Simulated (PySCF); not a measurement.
# Ionisation energy of Au by level of theory

Au [Xe] 4f14 5d10 6s1 (2S) → Au⁺ [Xe] 4f14 5d10 (1S), as a difference of total energies. Computed with PySCF 2.14 in def2-TZVPPD with the def2 core potential (60 electrons) (6s5p3d2f1g, 59 functions), with a scalar-relativistic core potential. Correlated levels: valence: 5s2 5p6 frozen. The calculations carry no spin-orbit coupling.

| method | ionisation energy (eV) | error (eV) |
| --- | --- | --- |
| UHF | 7.685 | -1.541 |
| MP2 (valence) | 9.067 | -0.159 |
| SCS-MP2 (valence) | 8.883 | -0.343 |
| CCSD (valence) | 8.838 | -0.388 |
| CCSD(T) (valence) | 8.923 | -0.303 |

Reference: 9.226 eV (measured; NIST Atomic Spectra Database, ionization energies).

Errors of the correlated levels include the incompleteness of this basis and the frozen core.
